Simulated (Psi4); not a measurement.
C2H6ClGa, triplet, geometry from GFN2-xTB (such geometries of metal compounds can be far from the true shape) (a higher spin typed on purpose: for a closed-shell molecule this is an excited state); TPSS/def2-SV(P) in Psi4.

The Psi4 input:
```
memory 2 GB

molecule mol {
0 3
Ga   -0.230125    0.221604    0.519119
C    -1.816142   -0.921645   -0.716983
H    -1.337382   -1.166959   -1.655674
H    -2.695171   -0.301226   -0.824580
H    -1.981238   -1.791455   -0.091607
C    -0.394867    1.732055   -1.225072
H    -0.124815    1.189436   -2.121075
H     0.351984    2.462602   -0.936693
H    -1.398810    2.133379   -1.243872
Cl    1.622667   -0.838704    0.143126
}

set {
  basis def2-sv(p)
  reference uks
}

energy('tpss')
print_variables()
```

The log (banner, timings and long lists left out):

```
   => Loading Basis Set <=

    Name: DEF2-SV(P)
    Role: ORBITAL
    Keyword: BASIS

         ---------------------------------------------------------
                                   SCF
               by Justin Turney, Rob Parrish, Andy Simmonett
                          and Daniel G. A. Smith
                              UKS Reference
         ---------------------------------------------------------

  ==> Geometry <==

    Molecular point group: c1
    Full point group: C1

    Geometry (in Angstrom), charge = 0, multiplicity = 3:

       Center              X                  Y                   Z               Mass
    ------------   -----------------  -----------------  -----------------  -----------------
         GA          -0.283189554274     0.234922308291     0.440326466151    68.925573500000
         C           -1.869206554274    -0.908326691709    -0.795775533849    12.000000000000
         H           -1.390446554274    -1.153640691709    -1.734466533849     1.007825032230
         H           -2.748235554274    -0.287907691709    -0.903372533849     1.007825032230
         H           -2.034302554274    -1.778136691709    -0.170399533849     1.007825032230
         C           -0.447931554274     1.745373308291    -1.303864533849    12.000000000000
         H           -0.177879554274     1.202754308291    -2.199867533849     1.007825032230
         H            0.298919445726     2.475920308291    -1.015485533849     1.007825032230
         H           -1.451874554274     2.146697308291    -1.322664533849     1.007825032230
         CL           1.569602445726    -0.825385691709     0.064333466151    34.968852682000

  Running in c1 symmetry.

  Rotational constants: A =      0.14138  B =      0.07651  C =      0.06676 [cm^-1]
  Rotational constants: A =   4238.54880  B =   2293.77632  C =   2001.37433 [MHz]
  Nuclear repulsion =  326.029098105902222

  Charge       = 0
  Multiplicity = 3
  Electrons    = 66
  Nalpha       = 34
  Nbeta        = 32

  ==> Algorithm <==

  SCF Algorithm Type is DF.
  DIIS enabled.
  MOM disabled.
  Fractional occupation disabled.
  Guess Type is SAD.
  Energy threshold   = 1.00e-06
  Density threshold  = 1.00e-06
  Integral threshold = 1.00e-12

  ==> Primary Basis <==

  Basis Set: DEF2-SV(P)
    Blend: DEF2-SV(P)
    Number of shells: 44
    Number of basis functions: 90
    Number of Cartesian functions: 96
    Spherical Harmonics?: true
    Max angular momentum: 2

  ==> DFT Potential <==

[...]
      Ntotal   =   66.0000085750 ; deviation = 8.575e-06

   @Spin Contamination Metric:   1.074890734E-02
   @S^2 Expected:                2.000000000E+00
   @S^2 Observed:                2.010748907E+00
   @S   Expected:                1.000000000E+00
   @S   Observed:                1.000000000E+00

    Orbital Energies [Eh]
    ---------------------

    Alpha Occupied:

[...]
      34A     -0.172536

    Alpha Virtual:

[...]
    Beta Occupied:

[...]
    Beta Virtual:

[...]
      90A      2.213126

    Final Occupation by Irrep:
              A
    DOCC [    32 ]
    SOCC [     2 ]
    NA   [    34 ]
    NB   [    32 ]

  @DF-UKS Final Energy: -2464.40568493335104

   => Energetics <=

    Nuclear Repulsion Energy =            326.0290981059022215
    One-Electron Energy =               -4074.7975722578885325
    Two-Electron Energy =                1400.7124962273114761
    DFT Exchange-Correlation Energy =    -116.3497070086763188
    Empirical Dispersion Energy =           0.0000000000000000
    VV10 Nonlocal Energy =                  0.0000000000000000
    Total Energy =                      -2464.4056849333510399

  UHF NO Occupations:
  HONO-2 :   32  A 1.9961338
  HONO-1 :   33  A 1.0000000
  HONO-0 :   34  A 1.0000000
  LUNO+0 :   35  A 0.0038662
  LUNO+1 :   36  A 0.0003678
  LUNO+2 :   37  A 0.0003202
  LUNO+3 :   38  A 0.0001552

Computation Completed

Properties will be evaluated at   0.000000,   0.000000,   0.000000 [a0]

Properties computed using the SCF density matrix

 Multipole Moments:

 ------------------------------------------------------------------------------------
     Multipole            Electronic (a.u.)      Nuclear  (a.u.)        Total (a.u.)
 ------------------------------------------------------------------------------------

 L = 1.  Multiply by 2.5417464519 to convert [e a0] to [Debye]
 Dipole X            :          5.6424624           -6.6183549           -0.9758925
 Dipole Y            :         -1.2297022            1.6610718            0.4313696
 Dipole Z            :          9.3539413           -9.8271564           -0.4732152
 Magnitude           :                                                    1.1672097

 ------------------------------------------------------------------------------------

  Variable Map:
  ----------------------------------------------------------------------------
[...]
  Array Variable Map:
  ----------------------------------------------------------------------------
[...]
[...]
```
